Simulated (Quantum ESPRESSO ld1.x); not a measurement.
All-electron atom: the cadmium ion Cd3+ in [Kr] 4d9. Method: scalar-relativistic Kohn-Sham, BLYP, spin-unpolarised, spherical densities, point nucleus; computed with ld1.x of Quantum ESPRESSO 7.5.

Normalised radial functions P(r) = r R(r), r in bohr:

r             2p       3s      3d
0.001773  0.0121   0.1844  0.0000
0.002308  0.0193   0.2297  0.0000
0.002982  0.0305   0.2819  0.0001
0.003883  0.0486   0.3442  0.0002
0.005056  0.0775   0.4139  0.0004
0.006583  0.1229   0.4874  0.0009
0.008572  0.1935   0.5577  0.0019
0.01116   0.3012   0.6127  0.0040
0.01453   0.4616   0.6337  0.0081
0.01878   0.6842   0.5978  0.0162
0.02445   0.9985   0.4745  0.0324
0.03183   1.4037   0.2393  0.0632
0.04145   1.8802  -0.1106  0.1198
0.05398   2.3656  -0.5315  0.2186
0.07028   2.7467  -0.9095  0.3801
0.09152   2.8775  -1.0638  0.6220
0.1182    2.6569  -0.8242  0.9337
0.1539    2.0790  -0.1180  1.2970
0.2004    1.3203   0.8573  1.6134
0.261     0.6444   1.6631  1.7575
0.3399    0.2254   1.8855  1.6329
0.4426    0.0517   1.4805  1.2548
0.5763    0.0069   0.8132  0.7668
0.7444    0.0005   0.3120  0.3654
0.9693    0.0000   0.0734  0.1217
1.262     0.0000   0.0098  0.0267
1.643     0.0000   0.0006  0.0035
2.14      0.0000   0.0000  0.0002
2.787     0.0000   0.0000  0.0000
3.628     0.0000   0.0000  0.0000

2p: eigenvalue -3570.7 eV, 0 radial nodes, <r> = 0.115 bohr, 90 % of the charge inside 0.187 bohr. 3s: eigenvalue -769.84 eV, 2 radial nodes at r = 0.0384, 0.159 bohr, <r> = 0.358 bohr, 90 % of the charge inside 0.528 bohr. 3d: eigenvalue -429.72 eV, 0 radial nodes, <r> = 0.335 bohr, 90 % of the charge inside 0.529 bohr.
